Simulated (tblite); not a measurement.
Compound: C6H11N.
SMILES with atom numbers: `[CH2:1]=[CH:2][CH2:3][N:4]([CH3:5])[CH:6]=[CH2:7]` (hydrogens: H8, H9 on C1; H10 on C2; H11, H12 on C3; H13, H14, H15 on C5; H16 on C6; H17, H18 on C7)

Computed with GFN2-xTB (tblite), gas phase: Langevin dynamics at 600 K from the optimised GFN2-xTB geometry, time step 0.5 fs, friction 0.01 fs⁻¹, 2000 steps.

Start geometry:
```
atom  x, y, z in Å
C1      2.399   -0.825   -1.227
C2      1.384   -0.949   -0.393
C3      1.042    0.041    0.686
N4     -0.313    0.539    0.575
C5     -0.579    1.347   -0.590
C6     -1.329   -0.237    1.085
C7     -2.611   -0.229    0.732
H8      3.080    0.009   -1.169
H9      2.604   -1.554   -1.992
H10     0.704   -1.788   -0.468
H11     1.147   -0.439    1.665
H12     1.731    0.891    0.647
H13    -0.765    0.745   -1.489
H14     0.278    1.992   -0.776
H15    -1.451    1.971   -0.400
H16    -1.006   -0.869    1.903
H17    -3.002    0.367   -0.073
H18    -3.323   -0.827    1.270
```

The statistics below take the 31 frames saved every 25 fs from 250 to 1000 fs; their kinetic temperature (all 3N coordinates) averages 595 K.

**Question.** How do the bond lengths spread?

**Answer.** 
```json
{"bond": "C1=C2", "start (Å)": "1.319", "mean (Å)": "1.331", "standard deviation (Å)": "0.032", "shortest (Å)": "1.266", "longest (Å)": "1.385"}
{"bond": "C2–C3", "start (Å)": "1.504", "mean (Å)": "1.520", "standard deviation (Å)": "0.045", "shortest (Å)": "1.406", "longest (Å)": "1.620"}
{"bond": "C3–N4", "start (Å)": "1.448", "mean (Å)": "1.463", "standard deviation (Å)": "0.058", "shortest (Å)": "1.369", "longest (Å)": "1.572"}
{"bond": "N4–C5", "start (Å)": "1.442", "mean (Å)": "1.446", "standard deviation (Å)": "0.049", "shortest (Å)": "1.355", "longest (Å)": "1.543"}
{"bond": "N4–C6", "start (Å)": "1.376", "mean (Å)": "1.377", "standard deviation (Å)": "0.036", "shortest (Å)": "1.291", "longest (Å)": "1.472"}
{"bond": "C6=C7", "start (Å)": "1.330", "mean (Å)": "1.338", "standard deviation (Å)": "0.030", "shortest (Å)": "1.285", "longest (Å)": "1.396"}
{"bond": "C1–H8", "start (Å)": "1.078", "mean (Å)": "1.089", "standard deviation (Å)": "0.050", "shortest (Å)": "0.999", "longest (Å)": "1.179"}
{"bond": "C1–H9", "start (Å)": "1.077", "mean (Å)": "1.087", "standard deviation (Å)": "0.046", "shortest (Å)": "1.010", "longest (Å)": "1.169"}
{"bond": "C2–H10", "start (Å)": "1.083", "mean (Å)": "1.091", "standard deviation (Å)": "0.043", "shortest (Å)": "1.008", "longest (Å)": "1.183"}
{"bond": "C3–H11", "start (Å)": "1.096", "mean (Å)": "1.101", "standard deviation (Å)": "0.031", "shortest (Å)": "1.035", "longest (Å)": "1.170"}
{"bond": "C3–H12", "start (Å)": "1.095", "mean (Å)": "1.095", "standard deviation (Å)": "0.035", "shortest (Å)": "1.033", "longest (Å)": "1.158"}
{"bond": "C5–H13", "start (Å)": "1.097", "mean (Å)": "1.111", "standard deviation (Å)": "0.055", "shortest (Å)": "1.005", "longest (Å)": "1.228"}
{"bond": "C5–H14", "start (Å)": "1.089", "mean (Å)": "1.098", "standard deviation (Å)": "0.037", "shortest (Å)": "1.027", "longest (Å)": "1.209"}
{"bond": "C5–H15", "start (Å)": "1.089", "mean (Å)": "1.102", "standard deviation (Å)": "0.039", "shortest (Å)": "1.035", "longest (Å)": "1.187"}
{"bond": "C6–H16", "start (Å)": "1.083", "mean (Å)": "1.090", "standard deviation (Å)": "0.041", "shortest (Å)": "1.001", "longest (Å)": "1.193"}
{"bond": "C7–H17", "start (Å)": "1.074", "mean (Å)": "1.086", "standard deviation (Å)": "0.049", "shortest (Å)": "1.006", "longest (Å)": "1.177"}
{"bond": "C7–H18", "start (Å)": "1.074", "mean (Å)": "1.086", "standard deviation (Å)": "0.035", "shortest (Å)": "1.021", "longest (Å)": "1.155"}
```

**Question.** How far does each atom move about its mean position (frames aligned on the start, all atoms weighted alike), and what rms force does it feel?

**Answer.** 
```tsv
atom	rms displacement (Å)	rms force (eV/Å)
C1	0.32	3.43
C2	0.33	2.37
C3	0.18	2.78
N4	0.23	2.50
C5	0.14	3.12
C6	0.19	3.00
C7	0.20	2.85
H8	0.98	1.64
H9	0.37	1.64
H10	1.01	1.58
H11	0.28	1.17
H12	0.31	1.40
H13	0.73	1.65
H14	0.81	1.22
H15	0.67	1.37
H16	0.39	1.30
H17	0.42	1.60
H18	0.26	1.21
```

The displacements run from 0.14 to 1.01 Å, the largest at H10.

**Question.** Follow the torsions C1–C2–C3–N4, C2–C3–N4–C5 and C3–N4–C6–C7 through every second one of these frames.

**Answer.** 
```
t (fs)  C1–C2–C3–N4 (°)  C2–C3–N4–C5 (°)  C3–N4–C6–C7 (°)
   250              128              -74             -151
   300              135              -80             -168
   350              148              -68             -172
   400              160              -81             -153
   450              163             -103             -171
   500              149             -107              174
   550              134             -129              167
   600              134             -135              167
   650              132             -119              164
   700              131             -116              165
   750              164              -92              170
   800             -173              -57             -146
   850             -141              -69             -142
   900             -134              -65             -145
   950             -107              -97             -179
  1000             -108              -70             -163
```

Largest departure from the start value over all these frames: C1–C2–C3–N4 130° (start 124°), C2–C3–N4–C5 69° (start -66°), C3–N4–C6–C7 41° (start -156°).

**Question.** How widely does the potential energy scatter, against a harmonic estimate?

**Answer.** Mean 1.34 eV above the start, standard deviation 0.302 eV, range 0.76 to 2.17 eV. For 48 classical harmonic modes at 600 K the canonical values are 48kT/2 = 1.24 eV and kT·√(48/2) = 0.253 eV.

The run is classical and short, so these are rough statistics of one trajectory.

The cost below is that of the whole dynamics run. Hardware: Arm Neoverse V1, one thread, shared host with 32 logical CPUs at a one-minute load of 16. Cost: 11 s, 0.18 GiB resident at most.
